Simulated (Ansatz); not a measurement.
**Abstraction of Cl: NbCl5 + C2H5Sn → NbCl4 + C2H5ClSn**

Species: NbCl5 `[Cl][Nb]([Cl])([Cl])([Cl])[Cl]`, singlet; C2H5Sn `C=[CH][SnH2]`, doublet; NbCl4 `[Cl][Nb]([Cl])([Cl])[Cl]`, doublet; C2H5ClSn `C=[CH][SnH2][Cl]`, singlet. A radical takes Cl: the energy is the difference in strength between the Nb–Cl bond broken and the Sn–Cl bond made.

Shapes, held fixed at every level: PBE0-D4/def2-TZVP. Flexible molecules stand in one conformer, not always the lowest. Programs: Ansatz 0.2.0. The zero-point and thermal change to 298 K, harmonic and unscaled (PBE0-D4/def2-TZVP), is +3.0 kJ/mol.

```csv
level,kind,ΔH(298 K) (kJ/mol),less CCSD(T)/def2-TZVPP
HF/def2-SVP,Hartree–Fock,-216.6,-107.2
PBE0-D4/def2-TZVPP,global hybrid,-104.8,+4.6
r2SCAN0-D4/def2-TZVPP,global hybrid,-108.9,+0.5
B2PLYP/def2-TZVPP,double hybrid,-96.8,+12.6
MP2/def2-TZVPP,perturbation theory,-82.5,+26.9
CCSD(T)/def2-SVP,coupled cluster or CI,-93.9,+15.5
CCSD/def2-TZVPP,coupled cluster or CI,-139.8,-30.4
CCSD(T)/def2-TZVPP,coupled cluster or CI,-109.4,0.0
```

The highest level, CCSD(T)/def2-TZVPP, gives ΔH(298 K) = -109.4 kJ/mol; the levels span -216.6 to -82.5. The column of differences is taken from that level and isn't an error. No measured value is set beside it here. Spin contamination: C2H5Sn (⟨S²⟩ up to 0.83). Open shells run unrestricted unless RO is named. For atoms past krypton def2 sets carry core potentials with scalar relativity. Correlated rows may include outer-core shells of Nb, Sn, which these sets cover unevenly.
